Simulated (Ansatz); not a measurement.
A search over several starts for the lowest SCF solution of Sn(CF3)H3 (CH3F3Sn) at the given spin, in a small basis.

```yaml
crystal:
  periodic: [false, false, false]
  atoms:
    - {symbol: Sn, position_ang: [-0.002621, 0.003437, -1.097357]}
    - {symbol: C, position_ang: [0.002707, -0.003469, 1.104701]}
    - {symbol: F, position_ang: [-1.239608, 0.057547, 1.603119]}
    - {symbol: F, position_ang: [0.679548, 1.040432, 1.602396]}
    - {symbol: F, position_ang: [0.571131, -1.113078, 1.595834]}
    - {symbol: H, position_ang: [1.624169, -0.075793, -1.606581]}
    - {symbol: H, position_ang: [-0.747632, 1.455203, -1.596761]}
    - {symbol: H, position_ang: [-0.887694, -1.364290, -1.605351]}
basis:
  gaussian: {orbitals: def2-SVP, initial_orbitals: start.molden}
hamiltonian: {xc: pbe0, dispersion: d4}
output: {orbitals: {seedname: orbitals}}
```

The file start.molden holds the orbitals of an earlier run on this structure, at another level or in another basis.

```sh
$ ansatz run in.yaml --threads 4 --pin off --events-out ev --progress --plain --max-ram 3916MiB
```

Shortened log:

```
Functional definition: PBE0
1035 factors; integrals over basis functions are off by at most 7.3e-4 eV
mean field evaluation 1: about -15050.8549 eV, gradient 7.6e-1 eV
mean field evaluation 2: about -15051.0226 eV, gradient 2.8e-4 eV
mean field evaluation 4: about -15051.0226 eV, gradient 8.1e-6 eV
mean field evaluation 8: about -15050.8532 eV, gradient 1.1e0 eV
mean field evaluation 16: about -15051.0226 eV, gradient 1.4e-3 eV
mean field -15051.02258575 eV, -553.1148780767 hartree, gradient 8.1e-6 eV, S^2 0.000000; 1 other end points of the search recorded, 0 dependent functions left out
reference -15051.02261244 eV, -553.1148790576 hartree; 29, 29 occupied and 68, 68 virtual orbitals, 1035 factors
Total energy: -15051.14800581 eV, -553.1194871789 hartree
```

It took 1 s on 4 threads of AMD EPYC 7B13 on a shared host.

In the def2 sets Sn takes a core potential; there is no spin–orbit coupling.
